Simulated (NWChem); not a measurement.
System: CaF₂ anion, doublet; SMILES of the neutral closed-shell parent [F][Ca][F]

Input file for NWChem:

```
start job
memory heap 200 mb stack 900 mb global 1100 mb
charge -1
geometry units angstroms
  Ca    -0.346201     0.379789     0.000000
  F      0.327533    -0.359310     1.798765
  F      0.327533    -0.359310    -1.798765
end
basis spherical
  * library 3-21g
end
dft
  odft
  mult 2
  xc hfexch
  iterations 150
end
driver
  maxiter 120
end
task dft optimize
task dft freq
```

Output (shortened):

```
             Northwest Computational Chemistry Package (NWChem) 7.3.0
             --------------------------------------------------------

 C2V symmetry detected

                             Geometry "geometry" -> ""
                             -------------------------

 Output coordinates in angstroms (scale by  1.889725989 to convert to a.u.)

  No.       Tag          Charge          X              Y              Z
 ---- ---------------- ---------- -------------- -------------- --------------
    1 Ca                  20.0000     0.00000000     0.00000000    -0.47372799
    2 F                    9.0000    -1.79876500     0.00000000     0.52636443
    3 F                    9.0000     1.79876500     0.00000000     0.52636443

 Effective nuclear repulsion energy (a.u.)     104.4779991337

      Symmetry information
      --------------------

 Group name             C2v
 Group number             16
 Group order               4
 No. of unique centers     2

                                Z-matrix (autoz)
                                --------

 Units are Angstrom for bonds and degrees for angles

      Type          Name      I     J     K     L     M      Value
      ----------- --------  ----- ----- ----- ----- ----- ----------
    1 Stretch                  1     2                       2.05809
    2 Stretch                  1     3                       2.05809
    3 Bend                     2     1     3               121.85290

  xc_inp: hfexch multiplicative factor not found.

                           NWChem Geometry Optimization
                           ----------------------------

 maximum gradient threshold         (gmax) =   0.000450
 rms gradient threshold             (grms) =   0.000300
 maximum cartesian step threshold   (xmax) =   0.001800
 rms cartesian step threshold       (xrms) =   0.001200
 fixed trust radius                (trust) =   0.300000
 source of zmatrix                         =   autoz

          -------------------
          Energy Minimization
          -------------------

 Using diagonal initial Hessian
 Scaling for Hessian diagonals: bonds = 1.00  angles = 0.25  torsions = 0.10

          --------
          Step   0

                                 NWChem DFT Module
                                 -----------------

[...]

      ----------------------
      Optimization converged
      ----------------------

  Step       Energy      Delta E   Gmax     Grms     Xrms     Xmax
  ---- ---------------- -------- -------- -------- -------- --------
@    3    -871.27580593 -6.5D-08  0.00007  0.00006  0.00039  0.00087
                                     ok       ok       ok       ok

                                Z-matrix (autoz)
                                --------

 Units are Angstrom for bonds and degrees for angles

      Type          Name      I     J     K     L     M      Value     Gradient
      ----------- --------  ----- ----- ----- ----- ----- ---------- ----------
    1 Stretch                  1     2                       2.09001    0.00007
    2 Stretch                  1     3                       2.09001    0.00007
    3 Bend                     2     1     3               112.35738    0.00003

                         Geometry "geometry" -> "geometry"
                         ---------------------------------

 Output coordinates in angstroms (scale by  1.889725989 to convert to a.u.)

  No.       Tag          Charge          X              Y              Z
 ---- ---------------- ---------- -------------- -------------- --------------
    1 Ca                  20.0000     0.00000000     0.00000000    -0.58253965
    2 F                    9.0000    -1.73633421     0.00000000     0.58077026
    3 F                    9.0000     1.73633421     0.00000000     0.58077026

 Effective nuclear repulsion energy (a.u.)     103.4927244312

      Symmetry information
      --------------------

 Group name             C2v
 Group number             16
 Group order               4
 No. of unique centers     2

[...]

 Rotational Constants
 --------------------
 A=   0.639554 cm-1  (  0.920155 K)
 B=   0.147159 cm-1  (  0.211724 K)
 C=   0.119632 cm-1  (  0.172120 K)

 Temperature                      =   298.15K
 frequency scaling parameter      =   1.0000

 Zero-Point correction to Energy  =    1.646 kcal/mol  (  0.002624 au)
 Thermal correction to Energy     =    4.109 kcal/mol  (  0.006548 au)
 Thermal correction to Enthalpy   =    4.701 kcal/mol  (  0.007492 au)

 Total Entropy                    =   66.058 cal/mol-K
   - Translational                =   38.958 cal/mol-K (mol. weight =  77.9594)
   - Rotational                   =   23.087 cal/mol-K (symmetry #  =        2)
   - Vibrational                  =    4.012 cal/mol-K

 Cv (constant volume heat capacity) =   10.352 cal/mol-K
   - Translational                  =    2.979 cal/mol-K
   - Rotational                     =    2.979 cal/mol-K
   - Vibrational                    =    4.393 cal/mol-K

[normal modes left out]

 ----------------------------------------------------------------------------
 Normal Eigenvalue ||           Projected Infra Red Intensities
  Mode   [cm**-1]  || [atomic units] [(debye/angs)**2] [(KM/mol)] [arbitrary]
 ------ ---------- || -------------- ----------------- ---------- -----------
    1        0.000 ||    0.007888           0.182         7.690       3.617
    2        0.000 ||    0.002531           0.058         2.467       1.160
    3        0.000 ||    0.002531           0.058         2.467       1.160
    4        0.000 ||    0.008030           0.185         7.828       3.682
    5        0.000 ||    0.004889           0.113         4.766       2.242
    6        0.000 ||    0.012757           0.294        12.437       5.849
    7      147.595 ||    0.054417           1.255        53.049      24.950
    8      476.522 ||    0.070214           1.620        68.448      32.193
    9      528.171 ||    0.033035           0.762        32.204      15.146
 ----------------------------------------------------------------------------
```

Level: UHF/3-21G. Sets without diffuse functions describe the anion's extra electron poorly. This spin state was assumed; another may lie lower. No stability test was run on the SCF state.
